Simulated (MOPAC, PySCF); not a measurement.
A series of substituents X on one scaffold: silaethenyl-X. All species are isolated molecules in the gas phase. One relaxed conformer stands for each flexible species; it need not be the lowest. Strings in code marks are SMILES.

Quantity: electronic energy of isomers of C2H6OSi relative to `C=[SiH]OC` (C–Si–O–C torsion 0°), in eV. Semi-empirical values (MOPAC) are differences of heats of formation.

Level 1: PBE0-D3(BJ)/def2-TZVP (PySCF)
Level 2: BP86/6-31G* // PBE0-D3(BJ)/def2-TZVP (PySCF)
Level 3: PBE/6-31G* // PBE0-D3(BJ)/def2-TZVP (PySCF)
Level 4: PM3 // PBE0-D3(BJ)/def2-TZVP (MOPAC)

```
species                                                    level 2  level 3  level 4
---------------------------------------------------------  -------  -------  -------
`C=[SiH]CO` (C–Si–C–O torsion -4°, Si–C–O–H torsion -47°)     1.13     1.11     0.94
```

What does level 1 give for each?


- `C=[SiH]CO` (C–Si–C–O torsion -4°, Si–C–O–H torsion -47°): 1.12
